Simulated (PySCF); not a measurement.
**Trend along the chalcogens: MMg cations**

PBE0 with double-zeta basis sets in PySCF, for the lowest determinant that a PBE0 search found; no spin–orbit coupling. De refers to high-spin ground-configuration atoms (the charge goes to the atom of lower measured ionisation energy or higher electron affinity, which is not always the lowest computed limit). A positive dipole points towards Mg; it is taken about the centre of mass and depends on that origin.

```tsv
M	basis	charged atom	state (unpaired electrons)	Re (Å)	ωe (cm⁻¹)	De (eV)	μ (D)
O	def2-SVPD	Mg+	doublet (π ↑)	1.838	711	2.12	8.52
S	jorge-DZP-DKH	Mg+	doublet (π ↑)	2.271	452	1.85	8.98
Te	cc-pVDZ/cc-pVDZ-PP	Mg+	doublet (π ↑)	2.579	325	1.82	10.74
```

The shortest bond is that of MgO⁺ (1.838 Å), the longest that of MgTe⁺ (2.579 Å).

The rows differ in basis set, which adds steps of its own.

Down a group the atoms grow and get heavier, so bonds lengthen and wavenumbers fall; this series shows no clear exception.

These are scalar-relativistic numbers at best; spin–orbit coupling would shift them, the dissociation energy most. For an ion De counts to the pair picked by the measured ionisation energies or electron affinities, which need not be the lowest pair at this level. States were picked by a PBE0 search and need not be the measured ground states.
